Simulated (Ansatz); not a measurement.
Task: Name a neutral molecule of C, Cl, N, Si with HOMO energy (PBE/def2-TZVPP) between -9.60 and -9.30 eV and HOMO–LUMO gap (PBE0/def2-TZVPP) between 7.75 and 8.05 eV (Ansatz, PBE0-D4/def2-TZVP geometry).

Result: `N#C[Si](Cl)(C#N)C#N` (-9.41 eV, 7.85 eV). Other molecules can fit too; these were computed, each in one conformer that needn't be the lowest.
